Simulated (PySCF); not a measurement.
PySCF job for C4H12Si, SMILES C[Si](C)(C)C, B3LYP/pcSseg-1. The structure is a stationary point at B3LYP-D3(BJ)/def2-TZVP.

```python
import numpy as np
from pyscf import gto, scf, dft
from pyscf.prop.nmr import rks as nmr

mol = gto.M(
    atom='''
    C    -1.08541207    1.08541207   -1.08541207
    Si   -0.00000000   -0.00000000    0.00000000
    C     1.08541207    1.08541207    1.08541207
    C     1.08541207   -1.08541207   -1.08541207
    C    -1.08541207   -1.08541207    1.08541207
    H    -1.72945733    1.72945733   -0.48187629
    H    -1.72945733    0.48187629   -1.72945733
    H    -0.48187629    1.72945733   -1.72945733
    H     1.72945733    0.48187629    1.72945733
    H     0.48187629    1.72945733    1.72945733
    H     1.72945733    1.72945733    0.48187629
    H     1.72945733   -1.72945733   -0.48187629
    H     1.72945733   -0.48187629   -1.72945733
    H     0.48187629   -1.72945733   -1.72945733
    H    -1.72945733   -1.72945733    0.48187629
    H    -0.48187629   -1.72945733    1.72945733
    H    -1.72945733   -0.48187629    1.72945733
    ''',
    basis='pcSseg-1',
    charge=0,
    spin=0,
    max_memory=1600,
    verbose=3,
)
mf = dft.RKS(mol, xc='b3lyp')
mf.grids.level = 3
mf.conv_tol = 1e-10
mf.max_cycle = 100
mf.kernel()
n = nmr.NMR(mf)
n.verbose = 2
n.max_cycle_cphf = 60
sigma = n.kernel()
print('atom   isotropic/ppm   span/ppm')
for i, s in enumerate(sigma):
    w = np.linalg.eigvalsh((s + s.T) / 2)
    print(f'{mol.atom_symbol(i):2s}{i + 1:3d} {w.mean():14.3f} {w[2] - w[0]:11.3f}')
```

It prints:

```
converged SCF energy = -449.189052414478
atom   isotropic/ppm   span/ppm
C   1        181.275       8.758
Si  2        338.686       0.000
C   3        181.275       8.758
C   4        181.275       8.758
C   5        181.275       8.758
H   6         31.676      10.478
H   7         31.676      10.478
H   8         31.676      10.478
H   9         31.676      10.478
H  10         31.676      10.478
H  11         31.676      10.478
H  12         31.676      10.478
H  13         31.676      10.478
H  14         31.676      10.478
H  15         31.676      10.478
H  16         31.676      10.478
H  17         31.676      10.478
```

Self-consistency was reached.
